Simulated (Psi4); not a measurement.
C3H7O, doublet, at a GFN2-xTB geometry; REVPBE/6-31G** (Psi4).

Here is a job for Psi4.
```
memory 2 GB

molecule {
0 2
  O     0.14434248   -0.71865049    0.06704672
  C    -0.00735297    0.66567307   -0.15110874
  C     1.41359214   -1.20072338   -0.00771175
  C    -1.46730800    1.03482609    0.05751251
  H     0.63533161    1.22500290    0.54554056
  H     0.30787533    0.91508609   -1.17552643
  H     2.24302783   -0.52408483    0.10334617
  H     1.49766945   -2.23160741    0.27195205
  H    -2.09236672    0.47669124   -0.63408957
  H    -1.77138668    0.79098958    1.07190966
  H    -1.60847770    2.09847161   -0.11165822
}

set basis 6-31g**
set reference uks
set scf_type pk
set puream true
set d_convergence 1e-8
set dft_radial_points 99
set dft_spherical_points 590

energy('revpbe')
print_variables()
```

The log (banner, timings and long lists left out):

```
   => Loading Basis Set <=

    Name: 6-31G**
    Role: ORBITAL
    Keyword: BASIS

         ---------------------------------------------------------
                                   SCF
               by Justin Turney, Rob Parrish, Andy Simmonett
                          and Daniel G. A. Smith
                              UKS Reference
         ---------------------------------------------------------

  ==> Geometry <==

    Molecular point group: c1
    Full point group: C1

    Geometry (in Angstrom), charge = 0, multiplicity = 2:

       Center              X                  Y                   Z               Mass
    ------------   -----------------  -----------------  -----------------  -----------------
         O            0.131109148506    -0.672496622638     0.068253427270    15.994914619570
         C           -0.020586301494     0.711826937362    -0.149902032730    12.000000000000
         C            1.400358808506    -1.154569512638    -0.006505042730    12.000000000000
         C           -1.480541331494     1.080979957362     0.058719217270    12.000000000000
         H            0.622098278506     1.271156767362     0.546747267270     1.007825032230
         H            0.294641998506     0.961239957362    -1.174319722730     1.007825032230
         H            2.229794498506    -0.477930962638     0.104552877270     1.007825032230
         H            1.484436118506    -2.185453542638     0.273158757270     1.007825032230
         H           -2.105600051494     0.522845107362    -0.632882862730     1.007825032230
         H           -1.784620011494     0.837143447362     1.073116367270     1.007825032230
         H           -1.621711031494     2.144625477362    -0.110451512730     1.007825032230

  Running in c1 symmetry.

  Rotational constants: A =      1.04214  B =      0.14583  C =      0.13473 [cm^-1]
  Rotational constants: A =  31242.62324  B =   4371.82122  C =   4039.18021 [MHz]
  Nuclear repulsion =  126.235894421394519

  Charge       = 0
  Multiplicity = 2
  Electrons    = 33
  Nalpha       = 17
  Nbeta        = 16

  ==> Algorithm <==

  SCF Algorithm Type is PK.
  DIIS enabled.
  MOM disabled.
  Fractional occupation disabled.
  Guess Type is SAD.
  Energy threshold   = 1.00e-06
  Density threshold  = 1.00e-08
  Integral threshold = 1.00e-12

  ==> Primary Basis <==

  Basis Set: 6-31G**
    Blend: 6-31G**
    Number of shells: 45
    Number of basis functions: 91
    Number of Cartesian functions: 95
    Spherical Harmonics?: true
    Max angular momentum: 2

  ==> DFT Potential <==

   => LibXC <=

    Version 7.1.2
    S. Lehtola, C. Steigemann, M. J. T. Oliveira, and M. A. L. Marques,  SoftwareX 7, 1–5 (2018) (10.1016/j.softx.2017.11.002)

   => Composite Functional: REVPBE <=

    revPBE GGA Exchange-Correlation Functional

    Y. Zhang and W. Yang, Phys. Rev. Lett. 80, 890, 1998

    Deriv               =              1
    GGA                 =           TRUE
    Meta                =          FALSE

    Exchange Hybrid     =          FALSE
    MP2 Hybrid          =          FALSE

   => Exchange Functionals <=

    1.0000   XC_GGA_X_PBE_R

   => Correlation Functionals <=

    1.0000     XC_GGA_C_PBE

   => LibXC Density Thresholds  <==

    XC_GGA_C_PBE:  1.00E-12
    XC_GGA_X_PBE_R:  1.00E-15

   => Molecular Quadrature <=

    Radial Scheme          =       TREUTLER
    Pruning Scheme         =           NONE
    Nuclear Scheme         =       TREUTLER

    Blocking Scheme        =         OCTREE
    BS radius alpha        =              1
    Pruning alpha          =              1
    Radial Points          =             99
    Spherical Points       =            590
    Total Points           =         602967
    Total Blocks           =           4315
    Max Points             =            256
    Max Functions          =             90
    Weights Tolerance      =       1.00E-15

  ==> Integral Setup <==

  Using in-core PK algorithm.
[...]
    Irrep   Nso     Nmo
   -------------------------
     A         91      91
   -------------------------
    Total      91      91
   -------------------------

  ==> Iterations <==

                        Total Energy        Delta E     RMS |[F,P]|

   @UKS iter SAD:  -193.06387617955878   -1.93064e+02   0.00000e+00
   @UKS iter   1:  -193.30558622741961   -2.41710e-01   8.29423e-03 ADIIS/DIIS
   @UKS iter   2:  -193.08670935896333    2.18877e-01   1.05985e-02 ADIIS/DIIS
   @UKS iter   3:  -193.61144228597203   -5.24733e-01   1.53544e-03 ADIIS/DIIS
   @UKS iter   4:  -193.61752601685737   -6.08373e-03   8.75642e-04 ADIIS/DIIS
   @UKS iter   5:  -193.62000074185710   -2.47472e-03   1.48014e-04 ADIIS/DIIS
   @UKS iter   6:  -193.62006246348164   -6.17216e-05   6.37750e-05 DIIS
   @UKS iter   7:  -193.62007893817747   -1.64747e-05   1.16656e-05 DIIS
   @UKS iter   8:  -193.62007947884806   -5.40671e-07   4.70760e-06 DIIS
   @UKS iter   9:  -193.62007956635415   -8.75061e-08   1.70207e-06 DIIS
   @UKS iter  10:  -193.62007957887153   -1.25174e-08   5.02090e-07 DIIS
   @UKS iter  11:  -193.62007958019996   -1.32843e-09   6.98657e-08 DIIS
   @UKS iter  12:  -193.62007958022303   -2.30784e-11   1.40805e-08 DIIS
   @UKS iter  13:  -193.62007958022380   -7.67386e-13   4.34578e-09 DIIS
  Energy and wave function converged.

  ==> Post-Iterations <==

   Electrons on quadrature grid:
      Nalpha   =   16.9999995120 ; deviation = -4.880e-07
      Nbeta    =   15.9999994690 ; deviation = -5.310e-07
      Ntotal   =   32.9999989810 ; deviation = -1.019e-06

   @Spin Contamination Metric:   2.430576299E-03
   @S^2 Expected:                7.500000000E-01
   @S^2 Observed:                7.524305763E-01
   @S   Expected:                5.000000000E-01
   @S   Observed:                5.000000000E-01

    Orbital Energies [Eh]
    ---------------------

    Alpha Occupied:

[...]
    Alpha Virtual:

[...]
    Beta Occupied:

[...]
      16A     -0.252776

    Beta Virtual:

[...]
    Final Occupation by Irrep:
              A
    DOCC [    16 ]
    SOCC [     1 ]
    NA   [    17 ]
    NB   [    16 ]

  @UKS Final Energy:  -193.62007958022380

   => Energetics <=

    Nuclear Repulsion Energy =            126.2358944213945193
    One-Electron Energy =                -511.4698513330772585
    Two-Electron Energy =                 219.0447455409858151
    DFT Exchange-Correlation Energy =     -27.4308682095268743
    Empirical Dispersion Energy =           0.0000000000000000
    VV10 Nonlocal Energy =                  0.0000000000000000
    Total Energy =                       -193.6200795802238019

  UHF NO Occupations:
  HONO-2 :   15  A 1.9997815
  HONO-1 :   16  A 1.9992852
  HONO-0 :   17  A 1.0000000
  LUNO+0 :   18  A 0.0007148
  LUNO+1 :   19  A 0.0002185
  LUNO+2 :   20  A 0.0001636
  LUNO+3 :   21  A 0.0000861

Computation Completed

Properties will be evaluated at   0.000000,   0.000000,   0.000000 [a0]

Properties computed using the SCF density matrix

 Multipole Moments:

 ------------------------------------------------------------------------------------
     Multipole            Electronic (a.u.)      Nuclear  (a.u.)        Total (a.u.)
 ------------------------------------------------------------------------------------

 L = 1.  Multiply by 2.5417464519 to convert [e a0] to [Debye]
 Dipole X            :          0.8588801           -0.8252433            0.0336367
 Dipole Y            :         -2.3979692            2.8781995            0.4802302
 Dipole Z            :         -0.0201405            0.0752516            0.0551111
 Magnitude           :                                                    0.4845511

 ------------------------------------------------------------------------------------

  Variable Map:
  ----------------------------------------------------------------------------
[...]
  Array Variable Map:
  ----------------------------------------------------------------------------
[...]
[...]
```
